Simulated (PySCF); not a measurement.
**TlPb⁺: frontier orbitals**

PBE at R = 3.421 Å; basis Tl cc-pVDZ-PP with ECP60, Pb cc-pVDZ-PP with ECP60; scalar-relativistic core potentials; PySCF 2.14. State: ³Π (triplet), unpaired electrons σ ↑, π ↑. Only the outer orbitals are listed, counted within each symmetry, core potentials removing the inner ones.

```csv
spin,orbital,occ.,ε (eV),on Tl (%),main shells (%)
α,7σ,1,-17.42,5,94 Pb s
α,8σ,1,-14.82,93,93 Tl s
α,9σ,1,-9.22,34,"65 Pb p, 30 Tl p"
α,5π,1,-8.68,12,"88 Pb p, 11 Tl p"
α,5π,0,-8.63,12,"88 Pb p, 12 Tl p"
α,6π,0,-6.97,88,"88 Tl p, 12 Pb p"
α,6π,0,-6.97,88,"88 Tl p, 11 Pb p"
β,7σ,1,-16.58,7,92 Pb s
β,8σ,1,-14.51,92,92 Tl s
β,9σ,0,-8.18,41,"58 Pb p, 39 Tl p"
β,5π,0,-8.10,18,"82 Pb p, 17 Tl p"
β,5π,0,-7.55,36,"63 Pb p, 36 Tl p"
```

Problem. Which are the highest filled and the lowest empty level, where do they sit, and how wide is the gap?

Solution. Highest filled α 5π at -8.68 eV (in %: 88 Pb p, 11 Tl p); lowest empty α 5π at -8.63 eV (in %: 88 Pb p, 12 Tl p); the gap at PBE is 0.05 eV. Both belong to one degenerate shell, split only by its one-sided filling, so this is no excitation gap.

The bond order (Mayer) is 0.69, the ⟨S²⟩ is 2.002 and the charge on Tl (Mulliken, basis-dependent) is 0.58. The charge on Tl (Löwdin, basis-dependent) is 0.54. The dipole moment (positive dipole points towards Pb; it is taken about the centre of mass and depends on that origin) is -1.15 D. The polarisability along the bond is 162.4 bohr³ and the polarisability across the bond is 44.1 bohr³.

These are scalar-relativistic numbers at best; spin–orbit coupling would shift them, the dissociation energy most. The state was picked by a PBE0 search and need not be the measured ground state.
